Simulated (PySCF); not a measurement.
Molecule: C4H13BiSi, SMILES [Bi]([CH2]C)([CH2]C)[SiH3]. Atoms near the plane z = 0.0 Å, at the GFN2-xTB optimised geometry (x, y, z in Å): C3 (-2.0, 0.3, 0.6), H5 (-1.5, -1.8, 0.3), H6 (-1.4, 0.6, -0.2), H8 (-3.0, 0.2, 0.2), Si16 (1.6, 0.4, 0.0), H17 (1.2, 1.8, 0.0), H19 (3.0, 0.4, 0.0).

Level of theory: PBE0/def2-SVP, def2 effective core potentials past Kr (PySCF). The core electrons that the potentials of Bi replace are not part of the density. Cells within 0.4 Å of a nucleus heavier than hydrogen are left out (blank, or x). The values are rescaled to run from 0 to 1.

```
|11111111111111111111111111111|
|11111111111111111111111111111|
|11111111111111111111111111111|
|11111111111111111111111111111|
|11111111111111111111111111111|
|11111111111111111111111111111|
|11111111111111111111111111111|
|11111111111111111111111111111|
|11111111111111111111111111111|
|11111111111111111321111111111|
|11111111000111114852111111111|
|11111110011101113641111111111|
|11111011138410001100342111111|
|11111026359410000xx0584111111|
|111110252021000001x0352111111|
|11111011000000111100111111111|
|11111110000000111100011111111|
|11111110001101111100111111111|
|11111111012111111111111111111|
|11111111100001111111111111111|
|11111111100011111111111111111|
|11111111111111111111111111111|
|11111111111111111111111111111|
|11111111111111111111111111111|
|11111111111111111111111111111|
|11111111111111111111111111111|
|11111111111111111111111111111|
|11111111111111111111111111111|
|11111111111111111111111111111|
```
Scale: ten equal steps from 0.000 (start of '0') to 1.00 (end of '9'), in the order '0123456789'; x runs from -5.50 to 5.50, y from -5.50 (bottom) to 5.50 (top).

Problem. Which quantity is mapped?
A. deformation density (molecule minus spherical neutral atoms)
B. Laplacian of the electron density
C. an orbital amplitude
D. log10 of the electron density

Solution. A, deformation density (molecule minus spherical neutral atoms). In full: deformation density (molecule minus spherical neutral atoms) (e/bohr³).
